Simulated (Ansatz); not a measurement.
H$_{2}$NZn, SMILES `[NH2][Zn]` radical, relaxed with UKS PBE0-D4/def2-TZVP in Ansatz 0.2.0 from a PBE-D4/def2-SVP geometry. The force threshold is 0.005 eV/Å; the program also tests the step.

Charge 0, multiplicity 2.

Start:

```xyz
4

N    -0.061    0.199   -0.392
Zn    0.931   -1.269    0.357
H     0.185    1.033    0.175
H    -1.054    0.037   -0.139
```

Task: By how much does the energy fall, and how many steps does the optimiser take? (An estimate is asked.)

Result: The calculation gave: 0.64 kcal/mol, in 6 steps, 1 of them rejected.

Task: Which bonds change most? (Estimate.)

Result: The calculation gave: N1–Zn2 from 1.923 to 1.893 Å; N1–H4 from 1.038 to 1.017 Å; N1–H3 from 1.038 to 1.017 Å.

Task: Give the relaxed structure. (Best estimate.)

Result: The calculation gave: 
```xyz
4

N    -0.064    0.182   -0.326
Zn    0.940   -1.276    0.343
H     0.183    1.046    0.149
H    -1.059    0.047   -0.166
```
